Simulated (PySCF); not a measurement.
Input of a response calculation (the driver script's job line, then coordinates in Å):

```
{"job": {"kind": "uv", "xc": "CAM-B3LYP", "basis": "def2-SVPD", "nstates": 8, "ntriplets": 3}, "charge": 0, "multiplicity": 1}
C     -1.925543    -0.195916     0.337563
B     -0.414407     0.262594     0.414444
N      0.615093    -0.353268    -0.337369
Al     2.322902     0.207698    -0.170616
H     -2.540987     0.595085    -0.088855
H     -2.326725    -0.385464     1.331447
H     -2.084438    -1.091190    -0.260623
H     -0.074689     1.153936     1.113469
H      0.297049    -1.116563    -0.930042
H      2.796731     1.523860    -0.816944
H      3.340439    -0.598102     0.661006
```

Method: PySCF 2.14.0, density-fitted response routines, TDDFT CAM-B3LYP/def2-SVPD, vertical, gas phase, core orbitals frozen in the response. Job line and output are in the format of a driver script around the code.

Question: Give the output without the SCF cycles.

Answer: 
```
converged SCF energy = -364.1787738251

Static polarisability (au): isotropic 61.622, principal 53.171 56.240 75.456

Singlet excitations
state   eV       nm        f      main configurations
  1   5.1809    239.3   0.00195   H->L 0.96
  2   6.4990    190.8   0.00920   H-2->L 0.92
  3   6.6887    185.4   0.02711   H-1->L 0.81
  4   7.0451    176.0   0.01547   H->L+1 0.71, H->L+3 0.10, H->L+4 0.09
  5   7.2614    170.7   0.00284   H-1->L+2 0.81
  6   7.4107    167.3   0.05570   H->L+2 0.50, H-3->L 0.30
  7   7.7182    160.6   0.15906   H-3->L 0.47, H->L+2 0.38
  8   7.8691    157.6   0.04601   H->L+3 0.48, H->L+4 0.22, H->L+1 0.16

Triplet excitations (Tamm-Dancoff, eV): 4.8276 6.1104 6.2181
```

Geometry: GFN2-xTB, one conformer, isolated molecule. The groups on Al4 and N3 stand twisted against each other at this level; a DFT optimisation may well turn them into one plane, so the geometry is suspect.

H and L stand for HOMO and LUMO.
